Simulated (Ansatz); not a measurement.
Basis-set extrapolation for `C/C([SiH3])=C\N` (PBE0-D4/def2-TZVP geometry, frozen core, the Gaussian-basis code of Ansatz). Multiplicity 1, RHF reference.

```
                      def2-TZVPP   def2-QZVPP
                 HF  -462.284585  -462.301873
    MP2 correlation    -0.844855    -0.900978
CCSD(T) correlation    -0.934084      not run
```

Energies in hartree. Use E(X) = E(∞) + A·exp(−7.88·√X) for Hartree–Fock and E(X) = E(∞) + B·X^(−2.97) for correlation, with X = 3 and 4, and add CCSD(T) minus MP2 of the smaller set to the MP2 limit.

**Question.** What is the CCSD(T) energy at the basis-set limit?

**Answer.** HF limit: -462.301873 + (-0.017288) × 0.13774 = -462.30425. MP2 limit: -0.900978 + (-0.056123) × 0.74074 = -0.94255. Higher-order term: -0.934084 − (-0.844855) = -0.08923. Total: -463.33603 hartree, 308.1 kJ/mol below CCSD(T)/def2-TZVPP.
